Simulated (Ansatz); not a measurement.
`N[SiH](F)F` → `F[Si]F` + NH₃ at 600 K and 1 bar (silylene formation by 1,1-elimination).

Computed with Ansatz on PBE0-D4/def2-TZVP structures; ΔE is electronic, products minus reactants. CBS: def2 TZ/QZ extrapolation, frozen cores. Each species was taken in one conformer, which may not be the lowest.

```
     species  CCSD(T)/CBS energy (Eh)  H − E (kJ/mol)  S (J/(mol·K))
`N[SiH](F)F`               -545.34452           153.9          375.0
    `F[Si]F`               -488.75390            38.5          291.1
         NH₃                -56.50568           112.4          219.5
```

H − E and S are ideal-gas, rigid-rotor, harmonic terms from PBE0-D4/def2-TZVP, for one conformer and one mirror image of each species. 1 Eh = 2625.50 kJ/mol, R = 8.31446 J/(mol·K).

Task: By hand: ΔE, ΔH, ΔS and ΔG.

Result: ΔE = (-488.75390) + (-56.50568) − (-545.34452) = 0.08494 Eh = 223.0 kJ/mol. Δ(H − E) = 38.5 + 112.4 − 153.9 = -3.0, so ΔH = 220.0 kJ/mol. ΔS = 291.1 + 219.5 − 375.0 = 135.6 J/(mol·K). ΔG = 220.0 − 600 × (135.6)/1000 = 138.6 kJ/mol.

Task: By hand: the equilibrium constant, and the temperature at which ΔG would vanish if ΔH and ΔS stayed fixed.

Result: log₁₀ K = −ΔG/(RT ln 10) = -12.1. ΔG = 0 at ΔH/ΔS = 1622 K.

The number of gas molecules changes by +1, which sets the sign of ΔS. A doubt of 5 kJ/mol in ΔE shifts log₁₀ K by 0.4 here. Other conformers and mirror images would add mixing entropy, several J/(mol·K) or more a flexible species. These are equilibria of isolated gas molecules and say nothing of rates. Largest T1 diagnostic: 0.015 (customary marks: 0.02 for closed shells, 0.045 for open ones).
